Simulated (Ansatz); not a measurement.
Dissociation curve of SiH, doublet.

- ROHF/cc-pVDZ (Ansatz, a first-principles code)
- UHF/cc-pVDZ (Ansatz)
- UMP2 = MP2 on UHF/cc-pVDZ, frozen core run with Ansatz
- UCCSD = CCSD on UHF/cc-pVDZ, frozen core run with Ansatz
- UCCSD(T) = Ansatz with CCSD(T) on UHF/cc-pVDZ, frozen core
- UCCSDT = CCSDT on UHF/cc-pVDZ, frozen core (Ansatz)
- UCCSDT(Q) = Ansatz with CCSDT(Q) on UHF/cc-pVDZ, frozen core
- UKS-PBE0 = unrestricted PBE0/cc-pVDZ (Ansatz)
- UKS-BLYP = unrestricted BLYP/cc-pVDZ (Ansatz)
- UKS-PBE = Ansatz with unrestricted PBE/cc-pVDZ
- FCI = Ansatz with full CI/cc-pVDZ, frozen core

All curves are set to zero at 1.53 Å and compared with full CI in the same basis at 1.53, 1.57, 1.63, 1.69, 1.79, 1.93, 2.11, 2.31, 2.51, 2.73, 3.05, 3.43, 3.81, 4.13, 4.63, 5.37, 6.08 Å.

Which method stays most parallel to full CI over these points, and which least?

UCCSDT(Q) has the smallest spread and ROHF the largest. In order (mEh): UCCSDT(Q) 0.12, UCCSDT 0.27, UCCSD(T) 3.15, UCCSD 5.08, UKS-PBE0 7.74, UKS-PBE 9.58, UKS-BLYP 13.74, UMP2 19.55, UHF 33.20, ROHF 43.32.

Errors against full CI at some of the points (mEh):

```json
[
 {"method": "UCCSDT(Q)", "1.93 Å": "0.0", "2.31 Å": "0.0", "3.05 Å": "0.0", "3.81 Å": "0.1", "6.08 Å": "-0.1"},
 {"method": "UCCSDT", "1.93 Å": "0.0", "2.31 Å": "0.1", "3.05 Å": "0.2", "3.81 Å": "0.2", "6.08 Å": "-0.1"},
 {"method": "UCCSD(T)", "1.93 Å": "0.2", "2.31 Å": "1.2", "3.05 Å": "2.9", "3.81 Å": "0.5", "6.08 Å": "-0.2"},
 {"method": "UCCSD", "1.93 Å": "0.8", "2.31 Å": "2.6", "3.05 Å": "3.0", "3.81 Å": "-0.1", "6.08 Å": "-0.9"},
 {"method": "UKS-PBE0", "1.93 Å": "-0.1", "2.31 Å": "3.8", "3.05 Å": "6.4", "3.81 Å": "5.1", "6.08 Å": "5.0"},
 {"method": "UKS-PBE", "1.93 Å": "-3.4", "2.31 Å": "-2.8", "3.05 Å": "4.2", "3.81 Å": "5.7", "6.08 Å": "5.9"},
 {"method": "UKS-BLYP", "1.93 Å": "-3.8", "2.31 Å": "-4.4", "3.05 Å": "2.2", "3.81 Å": "6.8", "6.08 Å": "9.1"},
 {"method": "UMP2", "1.93 Å": "3.2", "2.31 Å": "13.3", "3.05 Å": "0.2", "3.81 Å": "-5.3", "6.08 Å": "-6.2"},
 {"method": "UHF", "1.93 Å": "4.6", "2.31 Å": "4.2", "3.05 Å": "-18.3", "3.81 Å": "-25.0", "6.08 Å": "-26.1"},
 {"method": "ROHF", "1.93 Å": "4.7", "2.31 Å": "13.7", "3.05 Å": "43.3", "3.81 Å": "34.3", "6.08 Å": "32.9"}
]
```

The unrestricted determinant behind UHF, UMP2, UCCSD, UCCSD(T), UCCSDT, UCCSDT(Q) is spin-contaminated at 1.15 to 1.23, 2.11 to 6.08 Å (<S²> up to 1.8, against 0.75 for a pure doublet). The unrestricted determinant behind UKS-PBE0 is spin-contaminated at 2.51 to 6.08 Å (<S²> up to 1.8, against 0.75 for a pure doublet). The unrestricted determinant behind UKS-BLYP, UKS-PBE is spin-contaminated at 2.73 to 6.08 Å (<S²> up to 1.8, against 0.75 for a pure doublet).
